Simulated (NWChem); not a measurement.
System: CdH₂S; SMILES [SH][CdH]

The following NWChem deck was run.

```
start job
memory heap 200 mb stack 900 mb global 1100 mb
geometry units angstroms noautoz
  Cd     0.400588    -0.371472     0.000000
  H      0.665713    -2.014645     0.000000
  S      0.059957     1.959669     0.000000
  H     -1.288027     1.850646     0.000000
end
basis spherical
  * library def2-svpd
end
ecp
  Cd library def2-ecp
end
dft
  xc xpbe96 cpbe96
  iterations 150
end
tddft
  cis
  nroots 6
  notriplet
end
task tddft energy
```

Output (shortened):

```
             Northwest Computational Chemistry Package (NWChem) 7.3.0
             --------------------------------------------------------

 CS  symmetry detected

                             Geometry "geometry" -> ""
                             -------------------------

 Output coordinates in angstroms (scale by  1.889725989 to convert to a.u.)

  No.       Tag          Charge          X              Y              Z
 ---- ---------------- ---------- -------------- -------------- --------------
    1 Cd                  48.0000     0.00933251    -0.58319541     0.00000000
    2 H                    1.0000     0.00343216    -2.24760941     0.00000000
    3 S                   16.0000     0.05272697     1.77230130     0.00000000
    4 H                    1.0000    -1.29502400     1.88416819     0.00000000

 Effective nuclear repulsion energy (a.u.)     205.3576702638

      Symmetry information
      --------------------

 Group name             Cs
 Group number              2
 Group order               2
 No. of unique centers     4

 Summary of "ao basis" -> "ao basis" (spherical)
 ------------------------------------------------------------------------------
       Tag                 Description            Shells   Functions and Types
 ---------------- ------------------------------  ------  ---------------------
 Cd                        def2-svpd                12       34   5s4p2d1f
 H                         def2-svpd                 4        8   2s2p
 S                         def2-svpd                11       27   5s4p2d

      Symmetry analysis of basis
      --------------------------

        a'         54
        a"         23

            General Information
            -------------------
          SCF calculation type: DFT
          Wavefunction type:  closed shell.
          No. of atoms     :     4
          No. of electrons :    38
           Alpha electrons :    19
            Beta electrons :    19
          Charge           :     0
          Spin multiplicity:     1
          Use of symmetry is: off; symmetry adaption is: on
          Maximum number of iterations: 150
          AO basis - number of functions:    77
                     number of shells:    31
          Convergence on energy requested:  1.00D-06
          Convergence on density requested:  1.00D-05
          Convergence on gradient requested:  5.00D-04

              XC Information
              --------------
          PerdewBurkeErnzerhof Exchange Functional  1.000
            Perdew 1991 LDA Correlation Functional  1.000 local
           PerdewBurkeErnz. Correlation Functional  1.000 non-local

             Grid Information
             ----------------
          Grid used for XC integration:  medium
          Radial quadrature: Mura-Knowles
          Angular quadrature: Lebedev.
          Tag              B.-S. Rad. Rad. Pts. Rad. Cut. Ang. Pts.
          ---              ---------- --------- --------- ---------
          Cd                  1.55      123          11.0       590
          H                   0.35       45          13.0       434
          S                   1.00       88          11.0       590
          Grid pruning is: on
          Number of quadrature shells:   301
          Spatial weights used:  Erf1

      Superposition of Atomic Density Guess
      -------------------------------------

 Sum of atomic energies:        -590.32367194

      Non-variational initial energy
      ------------------------------

 Total energy =    -565.489593
 1-e energy   =   -1027.847750
 2-e energy   =     371.840593
 HOMO         =      -0.322808
 LUMO         =       0.008215

      Symmetry analysis of molecular orbitals - initial
      -------------------------------------------------

  Numbering of irreducible representations:

     1 a'          2 a"

  Orbital symmetries:

     1 a'          2 a'          3 a'          4 a'          5 a"
     6 a'          7 a'          8 a'          9 a"         10 a'
    11 a'         12 a'         13 a"         14 a'         15 a"
    16 a'         17 a'         18 a'         19 a"         20 a'
    21 a'         22 a"         23 a'         24 a'         25 a'
    26 a"         27 a'         28 a'         29 a"

   convergence    iter        energy       DeltaE   RMS-Dens  Diis-err
 ---------------- ----- ----------------- --------- --------- ---------
 d= 0,ls=0.0,diis     1   -566.7970327532 -6.57D+02  1.97D-02  2.97D-01
 d= 0,ls=0.0,diis     2   -566.7513612198  4.57D-02  1.27D-02  4.43D-01
 d= 0,ls=0.0,diis     3   -566.8288883696 -7.75D-02  3.62D-03  6.81D-02
 d= 0,ls=0.0,diis     4   -566.8405092552 -1.16D-02  6.92D-04  3.24D-03
 d= 0,ls=0.0,diis     5   -566.8409626086 -4.53D-04  2.30D-04  2.05D-04
  Resetting Diis
 d= 0,ls=0.0,diis     6   -566.8409848722 -2.23D-05  6.56D-05  3.17D-05
 d= 0,ls=0.0,diis     7   -566.8409893045 -4.43D-06  3.65D-05  1.44D-06
 d= 0,ls=0.0,diis     8   -566.8409889636  3.41D-07  2.45D-05  3.50D-06
 d= 0,ls=0.0,diis     9   -566.8409895010 -5.37D-07  3.96D-06  6.54D-08

         Total DFT energy =     -566.840989500972
      One electron energy =    -1028.015467356272
           Coulomb energy =      412.269744517890
    Exchange-Corr. energy =      -41.612830895353
 Nuclear repulsion energy =       90.517564232763

 Numeric. integr. density =       38.000019484495

                  Occupations of the irreducible representations
                  ----------------------------------------------

                     irrep           alpha         beta
                     --------     --------     --------
                     a'               14.0         14.0
                     a"                5.0          5.0

                       DFT Final Molecular Orbital Analysis
                       ------------------------------------

 Vector   17  Occ=2.000000D+00  E=-3.054083D-01  Symmetry=a'
              MO Center= -2.6D-02, -7.0D-01,  1.3D-10, r^2= 3.5D+00
   Bfn.  Coefficient  Atom+Function         Bfn.  Coefficient  Atom+Function
  ----- ------------  ---------------      ----- ------------  ---------------
     4      0.630108  1 Cd s                  2     -0.378850  1 Cd s
    35      0.271603  2 H  s                 22      0.206266  1 Cd d  2
    55     -0.156186  3 S  py                 1      0.154729  1 Cd s
    45     -0.151218  3 S  s                  3     -0.140603  1 Cd s
    52     -0.137021  3 S  py                20      0.128537  1 Cd d  0

 Vector   18  Occ=2.000000D+00  E=-2.591599D-01  Symmetry=a'
              MO Center=  2.5D-02,  4.9D-01, -9.6D-10, r^2= 4.7D+00
   Bfn.  Coefficient  Atom+Function         Bfn.  Coefficient  Atom+Function
  ----- ------------  ---------------      ----- ------------  ---------------
    55      0.463021  3 S  py                52      0.346214  3 S  py
    36      0.292772  2 H  s                 35      0.281470  2 H  s
    49      0.198874  3 S  py                 7      0.193814  1 Cd py
    10     -0.190426  1 Cd py                13     -0.139147  1 Cd py
    45      0.125133  3 S  s                 16      0.121838  1 Cd py

 Vector   19  Occ=2.000000D+00  E=-2.193002D-01  Symmetry=a"
              MO Center=  3.7D-03,  1.6D+00,  1.4D-09, r^2= 1.9D+00
   Bfn.  Coefficient  Atom+Function         Bfn.  Coefficient  Atom+Function
  ----- ------------  ---------------      ----- ------------  ---------------
    56      0.580004  3 S  pz                53      0.440705  3 S  pz
    50      0.249656  3 S  pz                19     -0.122948  1 Cd d -1
    59      0.111325  3 S  pz                 8     -0.066769  1 Cd pz
    11      0.062034  1 Cd pz                17      0.044434  1 Cd pz
    66     -0.027948  3 S  d -1

 Vector   20  Occ=0.000000D+00  E=-5.739694D-02  Symmetry=a'
              MO Center= -2.7D-01, -5.4D-01,  1.0D-11, r^2= 5.1D+00
   Bfn.  Coefficient  Atom+Function         Bfn.  Coefficient  Atom+Function
  ----- ------------  ---------------      ----- ------------  ---------------
    12      0.653884  1 Cd px                 9      0.281813  1 Cd px
     6     -0.251595  1 Cd px                 5     -0.244655  1 Cd s
    71      0.190241  4 H  s                 13     -0.127548  1 Cd py
    55     -0.127147  3 S  py                70      0.121955  4 H  s
    36      0.120188  2 H  s                 15      0.105118  1 Cd px

[...]

                                NWChem TDDFT Module
                                -------------------

            General Information
            -------------------
           No. of orbitals :     154
            Alpha orbitals :      77
             Beta orbitals :      77
        Alpha frozen cores :       0
         Beta frozen cores :       0
     Alpha frozen virtuals :       0
      Beta frozen virtuals :       0
         Spin multiplicity :       1
    Number of AO functions :      77
        Use of symmetry is : off
      Symmetry adaption is : on
         Schwarz screening :  0.10D-07

              XC Information
              --------------
   PerdewBurkeErnzerhof Exchange Functional   1.00
     Perdew 1991 LDA Correlation Functional   1.00 local
    PerdewBurkeErnz. Correlation Functional   1.00 non-local

             TDDFT Information
             -----------------
          Calculation type : Tamm-Dancoff TDDFT
         Wavefunction type : Restricted singlets
          No. of electrons :      38
           Alpha electrons :      19
            Beta electrons :      19
              No. of roots :       6
          Max subspacesize :    5200
            Max iterations :     100
               Target root :       1
           Target symmetry : none
      Symmetry restriction : off
                 Algorithm : Optimal
        Davidson threshold :  0.10D-03

    6 smallest eigenvalue differences (eV)
--------------------------------------------------------
  No. Spin  Occ  Vir  Irrep   E(Occ)    E(Vir)   E(Diff)
--------------------------------------------------------
    1    1   19   20 a"       -0.219    -0.057     4.406
    2    1   19   21 a"       -0.219    -0.053     4.526
    3    1   19   22 a'       -0.219    -0.045     4.734
    4    1   18   20 a'       -0.259    -0.057     5.490
    5    1   18   21 a'       -0.259    -0.053     5.610
    6    1   18   22 a"       -0.259    -0.045     5.819
--------------------------------------------------------

  Entering Davidson iterations
  Restricted singlet excited states

  Iter   NTrls   NConv    DeltaV     DeltaE      Time
  ----  ------  ------  ---------  ---------  ---------
    1      6       0     0.15E+00   0.10+100        2.2
    2     12       0     0.37E-01   0.78E-01        2.7
    3     18       0     0.62E-02   0.15E-02        2.3
    4     24       3     0.66E-03   0.79E-04        2.2
    5     27       5     0.15E-03   0.40E-06        1.7
    6     28       6     0.74E-04   0.19E-07        1.4
  ----  ------  ------  ---------  ---------  ---------
  Convergence criterion met

  Ground state a'       -566.840989500972 a.u.

  ----------------------------------------------------------------------------
  Root   1 singlet a"             0.162497904 a.u.                4.4218 eV
  ----------------------------------------------------------------------------
     Transition Moments    X  0.00000   Y  0.00000   Z -0.12053
     Dipole Oscillator Strength                    0.0015739110
     Electric Quadrupole                           0.0000000258
     Magnetic Dipole                               0.0000000696
     Total Oscillator Strength                     0.0015740064

     Occ.   19  a"  ---  Virt.   20  a'      -0.99555
     Occ.   19  a"  ---  Virt.   21  a'      -0.08712
  ----------------------------------------------------------------------------
  Root   2 singlet a"             0.172560841 a.u.                4.6956 eV
  ----------------------------------------------------------------------------
     Transition Moments    X -0.00000   Y  0.00000   Z -0.52641
     Dipole Oscillator Strength                    0.0318782910
     Electric Quadrupole                           0.0000000590
     Magnetic Dipole                               0.0000000555
     Total Oscillator Strength                     0.0318784055

     Occ.   19  a"  ---  Virt.   20  a'      -0.08744
     Occ.   19  a"  ---  Virt.   21  a'       0.99370
  ----------------------------------------------------------------------------
  Root   3 singlet a'             0.184714074 a.u.                5.0263 eV
  ----------------------------------------------------------------------------
     Transition Moments    X  0.04565   Y -0.37173   Z -0.00000
     Dipole Oscillator Strength                    0.0172726598
     Electric Quadrupole                           0.0000000934
     Magnetic Dipole                               0.0000000231
     Total Oscillator Strength                     0.0172727763

     Occ.   17  a'  ---  Virt.   21  a'       0.08236
     Occ.   18  a'  ---  Virt.   20  a'       0.17706
     Occ.   18  a'  ---  Virt.   21  a'      -0.23701
     Occ.   19  a"  ---  Virt.   22  a"      -0.94348
     Occ.   19  a"  ---  Virt.   27  a"       0.05500
  ----------------------------------------------------------------------------
  Root   4 singlet a'             0.206470456 a.u.                5.6183 eV
  ----------------------------------------------------------------------------
     Transition Moments    X -0.12233   Y  0.06331   Z  0.00000
     Dipole Oscillator Strength                    0.0026116348
     Electric Quadrupole                           0.0000001459
     Magnetic Dipole                               0.0000016990
     Total Oscillator Strength                     0.0026134797

     Occ.   17  a'  ---  Virt.   21  a'      -0.05016
     Occ.   18  a'  ---  Virt.   20  a'       0.92804
     Occ.   18  a'  ---  Virt.   21  a'       0.35244
     Occ.   19  a"  ---  Virt.   22  a"       0.07678
  ----------------------------------------------------------------------------
  Root   5 singlet a"             0.217549608 a.u.                5.9198 eV
  ----------------------------------------------------------------------------
     Transition Moments    X -0.00000   Y -0.00000   Z -0.02756
     Dipole Oscillator Strength                    0.0001101940
     Electric Quadrupole                           0.0000002818
     Magnetic Dipole                               0.0000028714
     Total Oscillator Strength                     0.0001133472

     Occ.   18  a'  ---  Virt.   22  a"       0.97197
     Occ.   19  a"  ---  Virt.   23  a'      -0.22336
  ----------------------------------------------------------------------------
  Root   6 singlet a"             0.222846293 a.u.                6.0640 eV
  ----------------------------------------------------------------------------
     Transition Moments    X -0.00000   Y -0.00000   Z -0.36439
     Dipole Oscillator Strength                    0.0197261859
     Electric Quadrupole                           0.0000000335
     Magnetic Dipole                               0.0000001546
     Total Oscillator Strength                     0.0197263740

     Occ.   18  a'  ---  Virt.   22  a"       0.21880
     Occ.   19  a"  ---  Virt.   23  a'       0.97101
     Occ.   19  a"  ---  Virt.   26  a'      -0.05162

              Target root =      1
          Target symmetry = none
      Ground state energy =   -566.840989500972
        Excitation energy =      0.162497903761
     Excited state energy =   -566.678491597210

  stored tddft:energy   -566.67849159721038
```

Level: PBE/def2-SVPD with def2 effective core potentials on Cd, TDA. Structure relaxed at the PBE0/def2-SVP level. No frequency run checked for a minimum. def2 effective core potentials on Cd; no spin-orbit coupling.
